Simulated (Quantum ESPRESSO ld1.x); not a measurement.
Q: All-electron atom: the erbium ion Er12+ in [Kr] 4d10 4f8 5s2. Calculated with ld1.x of Quantum ESPRESSO 7.5: Dirac Kohn-Sham, PBEsol, spin-unpolarised, spherical densities, point nucleus; open shells fill j = l - 1/2 first. Some entries of the table are withheld. Estimate them.

| orbital | occ. | eigenvalue (hartree) | <r> (bohr) | <r^2> (bohr^2) |
|---|---|---|---|---|
| 1s1/2 | 2 | (1) | 0.02037 | 0.0005680 |
| 2s1/2 | 2 | -362.303 | 0.08591 | 0.008778 |
| 2p1/2 | 2 | -345.518 | 0.07148 | 0.006331 |
| 2p3/2 | 4 | -311.839 | 0.07876 | 0.007551 |
| 3s1/2 | 2 | -88.0213 | 0.2249 | 0.05795 |
| 3p1/2 | 2 | -80.6571 | 0.2146 | 0.05363 |
| 3p3/2 | 4 | -73.5824 | 0.2283 | 0.06046 |
| 3d3/2 | 4 | -60.9835 | 0.2012 | 0.04762 |
| 3d5/2 | 6 | -59.4372 | 0.2055 | 0.04951 |
| 4s1/2 | 2 | -24.2416 | 0.5042 | 0.2869 |
| 4p1/2 | 2 | -21.2858 | 0.5118 | 0.2979 |
| 4p3/2 | 4 | -19.6515 | 0.5415 | 0.3330 |
| 4d3/2 | 4 | -14.7644 | 0.5621 | 0.3649 |
| 4d5/2 | 6 | -14.4591 | 0.5719 | 0.3774 |
| 5s1/2 | 2 | (2) | 1.073 | 1.280 |
| 4f5/2 | 6 | -8.43720 | 0.6300 | 0.4750 |
| 4f7/2 | 2 | -8.38240 | 0.6352 | 0.4825 |
| 5p1/2 | 0 | -8.14959 | 1.131 | 1.427 |
| 5p3/2 | 0 | -7.77652 | 1.182 | 1.558 |
| 5d3/2 | 0 | -6.17083 | 1.326 | 1.972 |
| 5d5/2 | 0 | -6.10544 | 1.341 | 2.016 |
| 6s1/2 | 0 | -4.87743 | 1.912 | 4.058 |

A: 
(1) 1s1/2 eigenvalue (hartree): -2114.10
(2) 5s1/2 eigenvalue (hartree): -9.17313
